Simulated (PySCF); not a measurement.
**Variants of one PySCF input: BCl4⁻**

Base input, run as `OMP_NUM_THREADS=1 python input.py` with PySCF 2.14:

```python
from pyscf import gto, scf, mp

mol = gto.M(
    atom='B 0 0 0; Cl 1.5248 -0.0001 1.0782; Cl -1.5248 0 1.0782; Cl 0 1.5248 -1.0782; Cl 0 -1.5248 -1.0782',
    basis='x2c-svpall',
    charge=-1,
    spin=0,
    verbose=4,
)
mf = scf.UHF(mol)
mf = mf.sfx2c1e()
mf.kernel()
mp.MP2(mf, frozen=21).kernel()
mf.dip_moment()
print('orbital energies (hartree):', [e[max(0, n-3):n+3].round(4) for e, n in zip(mf.mo_energy, mol.nelec)])
```

Base result: E(SCF) = -1867.895546 Eh, 10 cycles, E(MP2) − E(SCF) = -0.62763 Eh. The basis has no diffuse functions, which an anion needs. The dipole of an ion depends on the origin. No search for the lowest solution was made.

It ran on Arm Neoverse N1 (1 thread, shared host) in 4.4 s, peak memory 0.21 GiB.

Each row names what differs from the base; energies in brackets are changes from the base.

```tsv
change	result	wall time (s)
step after the SCF: mp2 → optimize	E(SCF) = -1867.895546 Eh (+0.0000 eV), 10 cycles	33
smearing width (hartree): none → 0.001; step after the SCF: mp2 → none	E(SCF) = -1867.895546 Eh (+0.0000 eV), 10 cycles	3.2
geometry: coordinates × 1 → coordinates × 1.5 [stretched restricted solution, likely unstable]	E(SCF) = -1867.465479 Eh (+11.7027 eV), 10 cycles, E(MP2) − E(SCF) = -0.65126 Eh	4.2
length unit: angstrom → bohr [unsound on purpose]	E(SCF) = -1861.092599 Eh, 9 cycles, E(MP2) − E(SCF) = -0.74433 Eh	4.5
basis set: x2c-svpall → ano-rcc-vdzp [no diffuse functions for the anion]	E(SCF) = -1868.646336 Eh (-20.4300 eV), 9 cycles, E(MP2) − E(SCF) = -0.67334 Eh	29
spin (2S): 0 → 4	not converged: SCF after 50 cycles	8.2
density fitting: none → auto	E(SCF) = -1867.895342 Eh (+0.0055 eV), 10 cycles, E(MP2) − E(SCF) = -0.62762 Eh	5.6
geometry: coordinates × 1 → coordinates × 0.5 [unsound on purpose]	E(SCF) = -1859.174960 Eh, 9 cycles, E(MP2) − E(SCF) = -0.74607 Eh	4.6
basis set: x2c-svpall → cc-pvdz-dk [no diffuse functions for the anion]	E(SCF) = -1868.572635 Eh (-18.4245 eV), 10 cycles, E(MP2) − E(SCF) = -0.63802 Eh	4.7
functional: none (Hartree–Fock) → blyp; SCF type: UHF → UKS; step after the SCF: mp2 → analyze	E(SCF) = -1870.888773 Eh, 8 cycles	17
```
